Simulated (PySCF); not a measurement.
Simulation results for CH6GeN, CH4ClGe, CH6BClGe, CH6BGeO

Calculation on a computer-drawn molecule: the log of a Hartree-Fock and frozen-core CCSD(T) single point meant for a local Hartree-Fock minimum, with one planted fault or none, to be diagnosed. Offsets are logged minus clean, where the clean run is the same molecule without the fault. The reference is restricted for singlets and unrestricted otherwise, and also for a bond in bohr or an excited solution. Adding or removing an electron swaps singlet and doublet. The excited solution moves the top pair (singlet) or top alpha electron (doublet) to the lowest empty orbital. Highest occupied and lowest empty are orbital energies over both spins, largest force is the largest gradient component, triples share is (T) over the correlation energy, the T1 limit is 0.02 restricted and 0.045 unrestricted, electrons count all cores, a negative frequency is imaginary (commonest isotopes), and the dipole is about the centre of nuclear charge; on germanium a core potential holds 10 electrons, which the energies leave out, and 3d is frozen in MP2 and coupled-cluster steps. Program: PySCF 2.14.0.

Common to all runs: logged SCF converged yes; logged CC converged yes; logged SCF stable within its kind yes; possible faults no fault, one electron removed, one electron added, multiplicity raised by two, geometry at a saddle point, SCF held on an excited solution, minimal basis STO-3G, one bond length entered in bohr, all coordinates scaled.

(1) CH6GeN

Logged structure:
```xyz
9
CH6GeN
C     -1.2584    -0.9420     0.1087
Ge    -0.1449     0.3674     0.9542
N      1.2726    -0.1068     1.8317
H     -2.2622    -0.8681     0.5312
H     -0.8549    -1.9406     0.2659
H     -1.3098    -0.7172    -0.9582
H     -0.3836     1.8573     0.9383
H      1.5712    -1.0608     1.9364
H      1.8807     0.5508     2.2885
```

```
meant charge                                : 1
meant multiplicity                          : 1
meant basis                                 : cc-pVDZ
meant basis and core potential on germanium : cc-pVDZ-PP ECP10MDF
logged electrons                            : 49
logged basis functions                      : 81
logged spin squared                         : 0.7583
logged highest occupied                     : -24.029 eV
logged lowest empty                         : -13.48 eV
logged largest force                        : 0.11721 hartree/bohr
logged T1 diagnostic                        : 0.01255
logged D1 diagnostic                        : 0.047092
logged triples share                        : 0.023513
logged dipole magnitude                     : 4.5011 debye
logged energy HF                            : -388.4093 hartree
logged energy CCSD(T)                       : -388.80635 hartree
planted fault                               : one electron removed
HF energy offset from clean run             : 345 kcal/mol
CCSD(T) energy offset from clean run        : 378 kcal/mol
```

Drawn bonds:
```
atom  other atom  order
   1           2      1
   2           3      1
   1           4      1
   1           5      1
   1           6      1
   2           7      1
   3           8      1
   3           9      1
```

(2) CH4ClGe

Logged structure:
```xyz
7
CH4ClGe
C     -0.3913     1.1357     1.2593
Ge     0.1138     1.3624    -0.7044
Cl     1.5813    -0.5877    -0.7752
H     -0.8932     2.0531     1.5955
H     -1.0937     0.3057     1.3773
H      0.4734     0.9567     1.9016
H      1.3201     2.3860    -0.4330
```

```
meant charge                                : -1
meant multiplicity                          : 1
meant basis                                 : aug-cc-pV(D+d)Z
meant basis and core potential on germanium : aug-cc-pVDZ-PP ECP10MDF
logged electrons                            : 60
logged basis functions                      : 123
logged spin squared                         : 2.0083
logged highest occupied                     : 0.27635 eV
logged lowest empty                         : 3.1905 eV
logged largest force                        : 0.044057 hartree/bohr
logged T1 diagnostic                        : 0.040764
logged D1 diagnostic                        : 0.23956
logged triples share                        : 0.034028
logged dipole magnitude                     : 5.5292 debye
logged energy HF                            : -793.05741 hartree
logged energy CCSD(T)                       : -793.5198 hartree
planted fault                               : multiplicity raised by two
HF energy offset from clean run             : 56.51 kcal/mol
CCSD(T) energy offset from clean run        : 65.09 kcal/mol
```

Drawn bonds:
```
atom  other atom  order
   1           2      1
   2           3      1
   1           4      1
   1           5      1
   1           6      1
   2           7      1
```

Notes: highest electron not bound in this basis.

(3) CH6BClGe

Logged structure:
```xyz
10
CH6BClGe
C      2.0342     0.9270     0.6089
Ge     0.0735     0.9661     0.5246
B     -0.8276    -0.6555     1.4891
Cl     0.1398    -1.9163     2.2596
H      2.4543     1.7867     0.0840
H      2.4145     0.0143     0.1467
H      2.3688     0.9529     1.6475
H     -0.4538     2.2628     1.1648
H     -0.3886     0.9697    -0.9438
H     -3.0651    -0.9275     1.6227
```

```
meant charge                                : 0
meant multiplicity                          : 1
meant basis                                 : cc-pV(D+d)Z
meant basis and core potential on germanium : cc-pVDZ-PP ECP10MDF
logged electrons                            : 66
logged basis functions                      : 104
logged spin squared                         : 0.6649
logged highest occupied                     : -9.0983 eV
logged lowest empty                         : 1.2298 eV
logged largest force                        : 0.023469 hartree/bohr
logged T1 diagnostic                        : 0.054555
logged D1 diagnostic                        : 0.26411
logged triples share                        : 0.033853
logged dipole magnitude                     : 1.6062 debye
logged energy HF                            : -818.83491 hartree
logged energy CCSD(T)                       : -819.37696 hartree
planted fault                               : one bond length entered in bohr, row 9 of the drawn bonds
HF energy offset from clean run             : 74.49 kcal/mol
CCSD(T) energy offset from clean run        : 72.97 kcal/mol
```

Drawn bonds:
```
atom  other atom  order
   1           2      1
   2           3      1
   3           4      1
   1           5      1
   1           6      1
   1           7      1
   2           8      1
   2           9      1
   3          10      1
```

Notes: T1 above single-reference limit.

(4) CH6BGeO

Logged structure:
```xyz
10
CH6BGeO
C     -0.2370     0.0222     0.3178
Ge     0.9205     1.2466     1.3528
B      0.6786     3.2861     0.9120
O     -0.1432     3.8799     0.0445
H     -0.0461    -1.0126     0.6089
H     -1.2919     0.2397     0.5015
H     -0.0414     0.1177    -0.7529
H      2.3897     0.8713     1.1024
H      0.6442     1.0433     2.8510
H     -0.7082     3.3045    -0.4552
```

```
meant charge                                : 0
meant multiplicity                          : 2
meant basis                                 : cc-pVDZ
meant basis and core potential on germanium : cc-pVDZ-PP ECP10MDF
logged electrons                            : 58
logged basis functions                      : 95
logged spin squared                         : 0
logged highest occupied                     : 0.71055 eV
logged lowest empty                         : 8.2534 eV
logged largest force                        : 0.055575 hartree/bohr
logged T1 diagnostic                        : 0.015514
logged D1 diagnostic                        : 0.047327
logged triples share                        : 0.028256
logged dipole magnitude                     : 7.2152 debye
logged energy HF                            : -434.20063 hartree
logged energy CCSD(T)                       : -434.79316 hartree
```

Drawn bonds:
```
atom  other atom  order
   1           2      1
   2           3      1
   3           4      1
   1           5      1
   1           6      1
   1           7      1
   2           8      1
   2           9      1
   4          10      1
```

Notes: highest electron not bound in this basis.

Q: Which fault was planted in the run of CH6BGeO (entry 4)?
A: one electron added

Further results for CH6BGeO (entry 4):

```
HF energy offset from clean run      : 46.19 kcal/mol
CCSD(T) energy offset from clean run : 23.57 kcal/mol
```
